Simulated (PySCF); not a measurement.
CH7FSi2.
SMILES with atom numbers: `[F:1][SiH2:2][CH2:3][SiH3:4]` (hydrogens: H5, H6 on Si2; H7, H8 on C3; H9, H10, H11 on Si4)

Level of theory: PBE0-D3(BJ)/def2-SVP geometry optimisation, gas phase in PySCF.

(1) List the bond lengths, angles and torsions at this level.

Answers

(1) 
```json
{"bond": "F1–Si2", "length (Å)": "1.629", "order": "single"}
{"bond": "Si2–C3", "length (Å)": "1.862", "order": "single"}
{"bond": "C3–Si4", "length (Å)": "1.886", "order": "single"}
{"bond": "Si2–H5, Si2–H6", "length (Å)": "1.491", "order": "single"}
{"bond": "C3–H7, C3–H8", "length (Å)": "1.104", "order": "single"}
{"bond": "Si4–H9, Si4–H10, Si4–H11", "length (Å)": "1.494", "order": "single"}
```

Bonds in one row agree within 0.01 Å and their mean is given. Orders are formal, as drawn. A selection of angles:
```json
{"angle": "F1–Si2–C3", "degrees": "108.8"}
{"angle": "F1–Si2–H5", "degrees": "107.5"}
{"angle": "C3–Si2–H5", "degrees": "111.5"}
{"angle": "H5–Si2–H6", "degrees": "110.3"}
{"angle": "Si2–C3–Si4", "degrees": "115.8"}
{"angle": "Si2–C3–H7", "degrees": "108.8"}
{"angle": "Si2–C3–H8", "degrees": "107.6"}
{"angle": "Si4–C3–H7", "degrees": "108.9"}
{"angle": "H7–C3–H8", "degrees": "106.8"}
{"angle": "C3–Si4–H9", "degrees": "109.7"}
{"angle": "C3–Si4–H11", "degrees": "110.6"}
{"angle": "H9–Si4–H10", "degrees": "108.6"}
```

Torsions: F1–Si2–C3–Si4 -57° (synclinal). The mirror-image conformer, all signs reversed, is as good.

The C–Si distances run from 1.862 Å (Si2–C3, drawn single) to 1.886 Å (C3–Si4, drawn single), a spread of 0.024 Å. Si4 (SiH3 silicon) is tetrahedral (angles from 108.6° to 110.6°). Si2 (fluorine-bound silicon) is tetrahedral (angles from 107.5° to 111.5°).

Point group: C1 (no symmetry element, even within 0.4 Å). No frequency check. The numbers are those of one conformer.
